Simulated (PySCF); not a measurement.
Several molecules and their computed UV-vis stick spectra, shuffled. Computed with TDDFT PBE0/def2-SVPD, vertical, gas phase, core orbitals frozen in the response (PySCF). Geometries: GFN2-xTB; one conformer of each isolated species. Triplets are in the Tamm–Dancoff approximation.

A. `C#CC=C=S`
B. `N([Si@@H]([SiH3])CCF)=C`
C. `[H]/N=C\C1=C[Si@@H](C#C)O[SiH2]1`

Lowest singlet levels (six at most, fewer where fewer were computed) with oscillator strengths:

1. 3.96 eV (f 0.000); 5.94 eV (f 0.010); 6.09 eV (f 0.189); 6.37 eV (f 0.031); 6.45 eV (f 0.013); 6.82 eV (f 0.042); T1 3.34 eV
2. 2.27 eV (f 0.000); 4.58 eV (f 0.002); 4.89 eV (f 0.000); 5.09 eV (f 0.279); 5.69 eV (f 0.001); 5.80 eV (f 0.002); T1 1.94 eV
3. 4.17 eV (f 0.005); 5.51 eV (f 0.036); 5.68 eV (f 0.029); 5.73 eV (f 0.067); 5.82 eV (f 0.321); 5.90 eV (f 0.044); T1 3.39 eV

Task: Match each spectrum to its molecule.

Result: 1 = B, 2 = A, 3 = C.
- A: S1 at 2.27 eV, HOMO→LUMO (99%); Löwdin shares by element: HOMO carbon 53% or more, sulfur 32% (atoms not listed hold the other 16%); LUMO carbon 50% or more, sulfur 42%, hydrogen 5% or more; HOMO -6.54 and LUMO -2.63 eV; point group Cs, 2 of its 6 listed states under f = 0.0005.
- B: S1 at 3.96 eV, HOMO→LUMO (98%); Löwdin shares by element: HOMO nitrogen 56%, carbon 16% or more, silicon 9% or more, hydrogen 6% or more; LUMO carbon 39% or more, nitrogen 32%, silicon 6% or more, hydrogen 6% or more (atoms not listed hold the other 16%); HOMO -7.08 and LUMO -1.08 eV.
- C: S1 at 4.17 eV, HOMO→LUMO (97%); Löwdin shares by element: HOMO nitrogen 53%, carbon 22% or more, hydrogen 7% or more (atoms not listed hold the other 17%); LUMO carbon 61% or more, nitrogen 20% (atoms not listed hold the other 19%); HOMO -7.76 and LUMO -2.00 eV.
